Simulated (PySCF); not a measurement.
C3H7O, SMILES CC(C)[O], multiplicity 2. Geometry optimised at PBE0-D3(BJ)/def2-SVP. The isomer is the one that the SMILES or the coordinates give; other isomers of the formula were not compared.

Method: PBE0-D3(BJ)/def2-SVP run with PySCF.

Harmonic wavenumbers (cm⁻¹): 202, 244, 359, 412, 455, 832, 890, 912, 1005, 1045, 1142, 1152, 1199, 1272, 1362, 1383, 1447, 1455, 1463, 1475, 2869, 3058, 3063, 3157, 3160, 3175, 3176. Rotational constants (GHz): 9.288, 8.101, 4.879; symmetry number 1.

Task: Work out the zero-point energy and the ideal-gas rigid-rotor harmonic-oscillator thermochemistry at 298.15 K and 1 atm.

Result: ZPE = ½ Σ hcν = ½ × 41365 cm⁻¹ = 247.42 kJ/mol. H − E(el) = 263.42 kJ/mol. Entropy in J/(mol K): translation 159.62, rotation 101.61, vibration 31.88, spin 5.76, total 298.87. G − E(el) = 174.31 kJ/mol. Cp = 82.16 J/(mol K).
